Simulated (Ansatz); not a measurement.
F3Lu (SMILES [F][Lu]([F])[F]), singlet, at a GFN2-xTB geometry (such geometries of metal compounds can be far from the true shape) (core potentials on Lu). Base run: PBE/def2-TZVP run with Ansatz (an electronic-structure program).

Geometry (Å):
```xyz
4

Lu     0.0000     0.0000     0.0000
F     -1.5978    -0.9746     0.0465
F      0.0125     1.7453    -0.6773
F      1.5853    -0.7706     0.6308
```
All else is at Ansatz's defaults.

Each row names what was changed in the base input (with any setting that the change needs).

```json
[
 {"change": "base", "E (Eh)": "-1536.20793"},
 {"change": "functional = hf", "E (Eh)": "-1531.15570"},
 {"change": "functional = pbe0", "E (Eh)": "-1535.78406"},
 {"change": "functional = lc_wpbe", "E (Eh)": "-1536.31846"},
 {"change": "functional = blyp", "E (Eh)": "-1536.27583"},
 {"change": "functional = wB97X", "E (Eh)": "-1536.19020"},
 {"change": "functional = hse06", "E (Eh)": "-1535.78715"},
 {"change": "functional = b3lyp; dispersion = d3bj", "E (Eh)": "-1536.21183"},
 {"change": "functional = b3lyp5", "E (Eh)": "-1535.93595"},
 {"change": "functional = revpbe", "E (Eh)": "-1536.44152"},
 {"change": "functional = BHLYP", "E (Eh)": "-1535.25015"},
 {"change": "functional = cam_b3lyp", "E (Eh)": "-1536.03847"},
 {"change": "functional = pbe0; dispersion = d4", "E (Eh)": "-1535.78548"}
]
```

Total energies compare only within one method and basis.
